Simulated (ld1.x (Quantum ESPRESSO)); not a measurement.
**Pseudopotential generation for manganese: TM, PBE, scalar-relativistic.**

```
Element                 : Mn
Generator               : ld1.x (Quantum ESPRESSO) 7.5
Type                    : norm-conserving Troullier–Martins (Kleinman–Bylander form)
Functional              : PBE
Relativity              : scalar-relativistic
Frozen core             : [Ne] 3s2
Valence charge          : 13
Reference configuration : 3p6 3d5 4s2 4p0
Partial waves           : 4s (bound): rc 2.40 bohr; 3d (bound): rc 1.45 bohr; 3p (bound): rc 1.15 bohr
Local potential         : the p channel
Core correction         : a·sin(br)/r model core, default radius (core density twice the valence density)
```

All-electron outer shells of the reference configuration (PBE, scalar-relativistic, ld1.x):

```
shell  level (eV)  outermost node (bohr)  outermost maximum (bohr)
   2p     -630.19                      –                      0.19
   3s      -85.88                   0.34                      0.74
   3p      -54.59                   0.31                      0.75
   3d       -6.77                      –                      0.76
   4s       -5.11                   1.05                      2.51
   4p       -1.37                   1.16                      3.43
```

Calculated quality:

- Cutoffs needed: 110 Ry and 140 Ry (the cutoffs (Ry, on a coarse ladder) from which the occupation-weighted sum of valence levels, in a spherical-Bessel basis at the reference potential, stays within 10 and 1 mRy of its value at 400 Ry)
- Ghost test: ghost state, extra bound levels that the all-electron valence spectrum of the same l lacks: s at -80.0 eV; a true bound ghost makes a file unfit for plane-wave use (spherical-Bessel basis up to 400 Ry, 20 bohr box)
- Largest excitation error: -172 meV (all-electron minus pseudo) for 3p5 3d5 4s2 4p0, out of 7 test configurations

Generation and tests took about 1.8 s on one core of a shared server CPU.
